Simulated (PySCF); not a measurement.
PySCF input (M06-2X/6-31G* with LANL2DZ past Ar (5d)):

```python
from pyscf import gto, dft

mol = gto.M(
    atom='''
    Si   -0.34963400    0.38407600    0.81258500
    Br    0.92988200   -0.93588400   -0.28865600
    Cl   -1.62653000    1.61052300   -0.07489500
    ''',
    basis={'default': '6-31g*', 'Br': 'lanl2dz'},
    ecp={'Br': 'lanl2dz'},
    charge=1,
    spin=1,
    verbose=4,
)

mf = dft.UKS(mol, xc='m062x')
mf.grids.level = 4
mf.conv_tol = 1e-9
mf.max_cycle = 100
mf.max_memory = 1500
mf.kernel()
if not mf.converged:
    mf = mf.newton()
    mf.kernel(mf.make_rdm1())
mo, _, stable, _ = mf.stability(return_status=True)
if not stable:
    mf.kernel(mf.make_rdm1(mo, mf.mo_occ))
    stable = mf.stability(return_status=True)[2]
mf.dip_moment()
```

Output:

```
PySCF version 2.14.0

[INPUT] verbose = 4
[INPUT] num. atoms = 3
[INPUT] num. electrons = 37
[INPUT] charge = 1
[INPUT] spin (= nelec alpha-beta = 2S) = 1
[INPUT] symmetry False subgroup None
[INPUT] Mole.unit = angstrom
[INPUT] Symbol           X                Y                Z      unit          X                Y                Z       unit  Magmom
[INPUT]  1 Si    -0.349634000000   0.384076000000   0.812585000000 AA   -0.660712503836   0.725798451018   1.535563102930 Bohr   0.0
[INPUT]  2 Br     0.929882000000  -0.935884000000  -0.288656000000 AA    1.757222308163  -1.768564444362  -0.545480784212 Bohr   0.0
[INPUT]  3 Cl    -1.626530000000   1.610523000000  -0.074895000000 AA   -3.073696233389   3.043447387313  -0.141531038099 Bohr   0.0

nuclear repulsion = 105.214960633057
number of shells = 20
number of NR pGTOs = 114
number of NR cGTOs = 44
basis = {'default': '6-31g*', 'Br': 'lanl2dz'}
ecp = {'Br': 'lanl2dz'}

******** <class 'pyscf.dft.uks.UKS'> ********
method = UKS
initial guess = minao
damping factor = 0
level_shift factor = 0
DIIS = <class 'pyscf.scf.diis.CDIIS'>
diis_start_cycle = 1
diis_space = 8
diis_damp = 0
SCF conv_tol = 1e-09
SCF conv_tol_grad = None
SCF max_cycles = 100
direct_scf = True
direct_scf_tol = 1e-13
number electrons alpha = 19  beta = 18
XC library pyscf.dft.libxc version 7.1.2
    S. Lehtola, C. Steigemann, M. J. T. Oliveira, and M. A. L. Marques,  SoftwareX 7, 1–5 (2018)
XC functionals = m062x
    Y. Zhao and D. G. Truhlar,  Theor. Chem. Acc. 120, 215 (2008)
    Y. Zhao and D. G. Truhlar,  Theor. Chem. Acc. 120, 215 (2008)
radial grids:
    Treutler-Ahlrichs [JCP 102, 346 (1995); DOI:10.1063/1.469408] (M4) radial grids

becke partition: Becke, JCP 88, 2547 (1988); DOI:10.1063/1.454033
pruning grids: <function nwchem_prune>
grids dens level: 4
symmetrized grids: False
atomic radii adjust function: <function treutler_atomic_radii_adjust>
small_rho_cutoff = 0
Set gradient conv threshold to 3.16228e-05
tot grids = 87800
init E= -752.075031252031
  alpha nocc = 19  HOMO = -0.0794767456720749  LUMO = -0.00931778463566957
  beta  nocc = 18  HOMO = -0.134074215964918  LUMO = -0.0794767456720713

WARN: HOMO -0.0794767456720749 >= LUMO -0.0794767456720713

cycle= 1 E= -761.235696020266  delta_E= -9.16  |g|= 1.06  |ddm|= 2.99
  alpha nocc = 19  HOMO = -0.410885706582473  LUMO = -0.270808119484034
  beta  nocc = 18  HOMO = -0.414163347489933  LUMO = -0.406511215760465
  HOMO = -0.410885706582  LUMO = -0.40651121576  gap/eV = 0.11904
cycle= 2 E= -761.095359711561  delta_E= 0.14  |g|= 1.17  |ddm|= 3.14
  alpha nocc = 19  HOMO = -0.49237958156623  LUMO = -0.292685796863804
  beta  nocc = 18  HOMO = -0.615283200472572  LUMO = -0.455119298600422
  HOMO = -0.492379581566  LUMO = -0.4551192986  gap/eV = 1.01390
cycle= 3 E= -762.297909289406  delta_E= -1.2  |g|= 0.397  |ddm|= 2.22
  alpha nocc = 19  HOMO = -0.559324864061313  LUMO = -0.326174382156044
  beta  nocc = 18  HOMO = -0.579652152764133  LUMO = -0.435925562565586
  HOMO = -0.559324864061  LUMO = -0.435925562566  gap/eV = 3.35787
cycle= 4 E= -762.41201154461  delta_E= -0.114  |g|= 0.143  |ddm|= 0.79
  alpha nocc = 19  HOMO = -0.556725197917377  LUMO = -0.291047760659918
  beta  nocc = 18  HOMO = -0.599062529390446  LUMO = -0.381685852486438
  HOMO = -0.556725197917  LUMO = -0.381685852486  gap/eV = 4.76306
cycle= 5 E= -762.428919964598  delta_E= -0.0169  |g|= 0.0291  |ddm|= 0.222
  alpha nocc = 19  HOMO = -0.561030336590768  LUMO = -0.291868920336789
  beta  nocc = 18  HOMO = -0.600959105485631  LUMO = -0.376587790580718
  HOMO = -0.561030336591  LUMO = -0.376587790581  gap/eV = 5.01894
cycle= 6 E= -762.430053203803  delta_E= -0.00113  |g|= 0.0104  |ddm|= 0.0639
  alpha nocc = 19  HOMO = -0.561042202003623  LUMO = -0.290167354017179
  beta  nocc = 18  HOMO = -0.59932470308196  LUMO = -0.37183039628356
  HOMO = -0.561042202004  LUMO = -0.371830396284  gap/eV = 5.14872
cycle= 7 E= -762.43040160388  delta_E= -0.000348  |g|= 0.00394  |ddm|= 0.0475
  alpha nocc = 19  HOMO = -0.562005185800931  LUMO = -0.291165779154067
  beta  nocc = 18  HOMO = -0.599917987044039  LUMO = -0.372356087129457
  HOMO = -0.562005185801  LUMO = -0.372356087129  gap/eV = 5.16061
cycle= 8 E= -762.430458380032  delta_E= -5.68e-05  |g|= 0.00108  |ddm|= 0.0203
  alpha nocc = 19  HOMO = -0.561967652777625  LUMO = -0.291025818818852
  beta  nocc = 18  HOMO = -0.599926048071452  LUMO = -0.371933218289097
  HOMO = -0.561967652778  LUMO = -0.371933218289  gap/eV = 5.17110
cycle= 9 E= -762.430463907766  delta_E= -5.53e-06  |g|= 0.000406  |ddm|= 0.00651
  alpha nocc = 19  HOMO = -0.561981832435059  LUMO = -0.290985060059821
  beta  nocc = 18  HOMO = -0.599890859957463  LUMO = -0.371862222494187
  HOMO = -0.561981832435  LUMO = -0.371862222494  gap/eV = 5.17342
cycle= 10 E= -762.430464314579  delta_E= -4.07e-07  |g|= 0.000142  |ddm|= 0.00156
  alpha nocc = 19  HOMO = -0.561968982817362  LUMO = -0.290965146868732
  beta  nocc = 18  HOMO = -0.599904895225633  LUMO = -0.371898183407172
  HOMO = -0.561968982817  LUMO = -0.371898183407  gap/eV = 5.17209
cycle= 11 E= -762.430464364513  delta_E= -4.99e-08  |g|= 4.36e-05  |ddm|= 0.000491
  alpha nocc = 19  HOMO = -0.561971685845549  LUMO = -0.290954616443905
  beta  nocc = 18  HOMO = -0.599914808227137  LUMO = -0.371888231340037
  HOMO = -0.561971685846  LUMO = -0.37188823134  gap/eV = 5.17243
cycle= 12 E= -762.430464372888  delta_E= -8.38e-09  |g|= 1.72e-05  |ddm|= 0.000204
  alpha nocc = 19  HOMO = -0.561971610463374  LUMO = -0.290948349153187
  beta  nocc = 18  HOMO = -0.599911200749812  LUMO = -0.371886012778916
  HOMO = -0.561971610463  LUMO = -0.371886012779  gap/eV = 5.17249
cycle= 13 E= -762.430464374066  delta_E= -1.18e-09  |g|= 4.24e-06  |ddm|= 9.41e-05
  alpha nocc = 19  HOMO = -0.561971031917047  LUMO = -0.290947374063531
  beta  nocc = 18  HOMO = -0.599911803029646  LUMO = -0.371886388512443
  HOMO = -0.561971031917  LUMO = -0.371886388512  gap/eV = 5.17247
cycle= 14 E= -762.430464374108  delta_E= -4.26e-11  |g|= 1.71e-06  |ddm|= 1.75e-05
  alpha nocc = 19  HOMO = -0.561971247041487  LUMO = -0.290947764435266
  beta  nocc = 18  HOMO = -0.599911542297529  LUMO = -0.371886622297605
  HOMO = -0.561971247041  LUMO = -0.371886622298  gap/eV = 5.17247
Extra cycle  E= -762.430464374113  delta_E= -4.77e-12  |g|= 1.5e-06  |ddm|= 5.14e-06
converged SCF energy = -762.430464374113  <S^2> = 0.75593766  2S+1 = 2.0059289
uhf_internal: lowest eigs of H = [0.20985486 0.21511296 0.24008379]
<class 'pyscf.dft.uks.UKS'> wavefunction is stable in the internal stability analysis

WARN: System has nonzero charge 1; the dipole moment is origin-dependent.
Location of origin: [0. 0. 0.]

Dipole moment(X, Y, Z, Debye): -1.34987,  1.46243,  2.69094
```

The dipole moment of an ion depends on the origin.

The geometry given is a B3LYP-D3(BJ)/def2-TZVP minimum.
